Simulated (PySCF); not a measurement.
neopentasilane (H12Si5), SMILES [SiH3][Si]([SiH3])([SiH3])[SiH3]. Geometry optimised at PBE0-D3(BJ)/def2-SVP.

Computed equilibrium geometry at PBE0-D3(BJ)/def2-SVP (PySCF confirms it by a frequency run) as a Z-matrix:
```
Si
Si 1 2.3425
H 2 1.4956 1 110.15
H 2 1.4956 3 108.84 1 -120.76
H 2 1.4956 3 108.84 4 -118.49
Si 1 2.3425 2 109.54 3 -59.88
H 6 1.4956 1 110.12 2 60.61
H 6 1.4956 7 108.84 1 120.81
H 6 1.4956 7 108.84 8 118.49
Si 1 2.3425 2 109.52 3 60.19
H 10 1.4956 1 110.11 2 -60.25
H 10 1.4956 11 108.84 1 -120.76
H 10 1.4956 11 108.84 12 -118.49
Si 1 2.3426 2 109.45 3 -179.87
H 14 1.4956 1 110.09 2 179.51
H 14 1.4956 15 108.84 1 -120.75
H 14 1.4956 15 108.84 16 -118.48
```
Charge 0, spin multiplicity 1.
